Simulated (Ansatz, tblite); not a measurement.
Adding an electron: the cluster As4⁺ (the lowest doublet isomer of a short search). Charge 1, multiplicity 2. Geometry: PBE-D4/def2-SVP. Ansatz, gas phase; energy differences of separate SCF runs; the reduced species is a singlet (the triplet lies 2.25 eV higher at PBE0-D4/def2-TZVP).

Cartesian coordinates in Å:
```
As -0.3608 -0.6125 -1.3629
As -1.0787 1.0703 0.2318
As -0.0376 -0.8585 1.2746
As 1.4771 0.4007 -0.1435
```

The xTB rows come from tblite. The structure comes from a short search, and lower isomers may exist.

```
              level  −HOMO (eV)  −LUMO (eV)  vertical EA (eV)  HOMO–LUMO gap (eV)
   PBE-D4/def2-TZVP       11.08       10.48              7.87                0.60
r2SCAN-D4/def2-TZVP       11.47       10.45              7.99                1.03
  PBE0-D4/def2-TZVP       12.04        9.77              7.95                2.28
```

Estimate the rows for GFN1-xTB, GFN2-xTB.


| level | −HOMO (eV) | −LUMO (eV) | vertical EA (eV) | HOMO–LUMO gap (eV) |
| --- | --- | --- | --- | --- |
| GFN1-xTB | – | – | 13.22 | – |
| GFN2-xTB | – | – | 11.21 | – |

  HOMO and LUMO are the levels of the spin that leaves or enters (xTB has no such levels and no spin-polarisation term). Other spin states of the ions may lie lower, which would lower the ionisation energy or raise the affinity. Raw xTB energy differences between charge states are shifted by several eV; the methods need an empirical correction for them.
